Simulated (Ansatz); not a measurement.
## Several solutions for singlet Cu2F2(2+)

```yaml
atoms:
  - { symbol: Cu, position_ang: [1.4500, 0.0000, 0.0000] }
  - { symbol: Cu, position_ang: [-1.4500, 0.0000, 0.0000] }
  - { symbol: F, position_ang: [0.0000, 1.2500, 0.0000] }
  - { symbol: F, position_ang: [0.0000, -1.2500, 0.0000] }
```

Basis set: def2-SVP (spherical functions). Charge 2, multiplicity 1.

PBE0 (unrestricted) was run from several starts with Ansatz (development build ahead of 0.2.0).

| run | program | start | converged | energy (hartree) | <S²> |
| --- | --- | --- | --- | --- | --- |
| A | Ansatz | atomic start, no search | yes | -3478.52454 | 0.00 |
| B | Ansatz | search for the lowest state | yes | -3478.60372 | 1.00 |
| C | Ansatz | stability test followed | yes | -3478.60372 | 1.00 |

Which runs reached the lowest solution of this kind, and what is wrong with the others?

B, C reached the lowest solution found. Converged but too high: A by 2.15 eV. Convergence only shows a stationary point, and even a stable one can lie too high; stability tests and further starts are what find lower ones. Caution: other spin multiplicities were not run. Caution: the unrestricted determinant is a mixture of spin states.
